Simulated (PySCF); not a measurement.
4,4-dichlorobut-1-yne (C4H4Cl2), SMILES C#CCC(Cl)Cl. Geometry optimised at B3LYP-D3(BJ)/def2-SVP. One conformer was computed; it need not be the lowest.

Level of theory: B3LYP-D3(BJ)/def2-SVP in PySCF 2.14.0.

Harmonic wavenumbers (cm⁻¹): 86, 130, 262, 284, 355, 380, 486, 668, 697, 719, 766, 945, 973, 1061, 1191, 1224, 1290, 1348, 1433, 2238, 3045, 3095, 3150, 3471. Rotational constants (GHz): 3.542, 1.439, 1.062; symmetry number 1.

Task: Work out the zero-point energy and the ideal-gas rigid-rotor harmonic-oscillator thermochemistry at 298.15 K and 1 atm.

Result: ZPE = ½ Σ hcν = ½ × 29297 cm⁻¹ = 41.88 kcal/mol. H − E(el) = 46.69 kcal/mol. Entropy in cal/(mol K): translation 40.33, rotation 28.48, vibration 14.36, total 83.17. G − E(el) = 21.89 kcal/mol. Cp = 24.81 cal/(mol K). Modes under 150 cm⁻¹ make the vibrational entropy uncertain.
